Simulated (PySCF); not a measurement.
Compound: C6H9FOSi.
Numbering: `[CH3:1][C:2]#[C:3][Si@@:4]1([F:5])[CH2:6][CH2:7][CH2:8][O:9]1` (hydrogens: H10, H11, H12 on C1; H13, H14 on C6; H15, H16 on C7; H17, H18 on C8)

Level: PBE0/pcSseg-1 and B3LYP/def2-SVPD in PySCF, non-relativistic, on one gas-phase PBE0-D3(BJ)/def2-SVP geometry that isn't relaxed in the solvent. The solvent is an IEF-PCM continuum (cavity from Bondi-type radii × 1.2). Specific hydrogen bonds and non-electrostatic terms are outside this model.

Gas phase at PBE0/pcSseg-1: HOMO -7.83 eV, LUMO -0.01 eV, dipole 3.05 D.

Question: What does the continuum do to the energy, the frontier levels and the dipole at PBE0/pcSseg-1 in acetone and acetonitrile?

Answer: 
```csv
solvent,ε,E(solvent) − E(gas) (kcal/mol),polarisation term (kcal/mol),distortion of the solute (kcal/mol),HOMO (eV),LUMO (eV),dipole (D)
acetone,20.49,-6.40,-7.47,1.07,-7.93,-0.10,3.84
acetonitrile,35.69,-6.63,-7.78,1.15,-7.94,-0.10,3.87
```

The polarisation term is half the interaction of the solute with the surface charges that it induces; the rest is the cost of distorting the solute's density. The sum is the electrostatic part of solvation alone. From acetone to acetonitrile the lowering changes by a factor 1.04, Onsager's factor (ε − 1)/(2ε + 1) by 1.03 and ε itself by 1.7.

Question: Which radius a makes the point-dipole formula ΔE = −[(ε − 1)/(2ε + 1)]·μ²/a³ give the value in acetonitrile, with the gas-phase dipole?

Answer: μ = 1.199 au and |ΔE| = 0.01056 Eh give a = 2.13 Å; the farthest nucleus lies 4.72 Å from the centroid of the nuclei, so such a sphere wouldn't even hold the nuclei. The formula assumes a rigid point dipole at the centre of a sphere.

Question: Which Hirshfeld charges (PBE0/pcSseg-1) respond most in acetone (means over atoms taken as equivalent)?

Answer: 
```json
{"atoms": "C3", "environment": "alkyne carbon", "gas (e)": "-0.187", "solvent (e)": "-0.210", "change": "-0.023"}
{"atoms": "O9", "environment": "silyl ether oxygen", "gas (e)": "-0.239", "solvent (e)": "-0.257", "change": "-0.018"}
{"atoms": "Si4", "environment": "fluorine-bound silicon", "gas (e)": "+0.498", "solvent (e)": "+0.484", "change": "-0.014"}
{"atoms": "F5", "environment": "silicon-bound fluorine", "gas (e)": "-0.210", "solvent (e)": "-0.223", "change": "-0.013"}
{"atoms": "H10/H11/H12", "environment": "methyl hydrogen", "gas (e)": "+0.066", "solvent (e)": "+0.076", "change": "+0.010"}
{"atoms": "H15", "environment": "methylene hydrogen", "gas (e)": "+0.045", "solvent (e)": "+0.052", "change": "+0.007"}
{"atoms": "H14", "environment": "methylene hydrogen", "gas (e)": "+0.043", "solvent (e)": "+0.049", "change": "+0.006"}
{"atoms": "H17", "environment": "methylene hydrogen", "gas (e)": "+0.036", "solvent (e)": "+0.043", "change": "+0.007"}
{"atoms": "H13", "environment": "methylene hydrogen", "gas (e)": "+0.048", "solvent (e)": "+0.052", "change": "+0.004"}
{"atoms": "H18", "environment": "methylene hydrogen", "gas (e)": "+0.046", "solvent (e)": "+0.050", "change": "+0.004"}
{"atoms": "C1", "environment": "propargylic carbon", "gas (e)": "-0.087", "solvent (e)": "-0.084", "change": "+0.003"}
{"atoms": "C7", "environment": "ring CH2 carbon", "gas (e)": "-0.071", "solvent (e)": "-0.068", "change": "+0.003"}
```

Gas phase at B3LYP/def2-SVPD: HOMO -7.62 eV, LUMO -0.26 eV, dipole 3.01 D.

Question: What does the continuum do to the energy, the frontier levels and the dipole at B3LYP/def2-SVPD in acetone?

Answer: 
```tsv
solvent	ε	E(solvent) − E(gas) (kcal/mol)	polarisation term (kcal/mol)	distortion of the solute (kcal/mol)	HOMO (eV)	LUMO (eV)	dipole (D)
acetone	20.49	-5.98	-7.12	1.14	-7.68	-0.31	3.89
```

Question: How does the static polarisability (B3LYP/def2-SVPD, frozen core, with the continuum's full static response) change?

Answer: 
```
 medium  isotropic (au)  principal values (au)  ⟨r²⟩ of the electrons (bohr²)
    gas            97.2      78.0, 80.0, 133.7                         1753.5
acetone           125.6    104.6, 106.5, 165.8                         1749.9
```

The isotropic value in acetone is 1.29 times the gas-phase one; no cavity-field correction is applied. ⟨r²⟩ is taken about the centre of nuclear charge.

On an Arm Neoverse V1 with one thread, no GPU, on a shared host, this took 33 s wall and 1.1 GiB of memory at its peak. This is the whole shielding run at PBE0/pcSseg-1 in acetonitrile, SCF included.
